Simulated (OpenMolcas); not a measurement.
W5+ among 6 point charges of -1 e arranged as a trigonal prism (D3h), with a polar angle of 56.0° against the regular 49.1°.

```json
{
 "Program": "OpenMolcas 26.06",
 "Method": "CASSCF",
 "Basis": "ANO-RCC-VDZP [7s6p4d2f1g]",
 "Scalar Hamiltonian": "DKH2, point nucleus",
 "Active space": "1 electron in 5 orbitals (5d)",
 "State averaging": "2S+1 = 2 even, 5 roots",
 "Spin-orbit coupling": "RASSI with atomic mean-field integrals over the reference wave functions"
}
```

All point charges move together. At R = 1.72 Å the first state of the same spin is 5463 cm-1, and at R = 1.9 Å it is 3774 cm-1.

Q: A third run gives 4438 cm-1. What distance was it run at?

A: With a power law R^-n the two known points give n = -ln(3774 / 5463) / ln(1.9 / 1.72) = 3.72. Then R = 1.72 × (5463 / 4438)^(1/3.72) = 1.819 Å. The run was at 1.82 Å, so the estimate is off by -0.001 Å.

Spin-orbit coupling mixes the spin-free states strongly: the lowest level takes only 68 % from its leading state, 2A1 (holds for R = 1.9). Point charges carry no covalency, so the field is a model and not that of real ligands. No measured value stands beside these numbers.
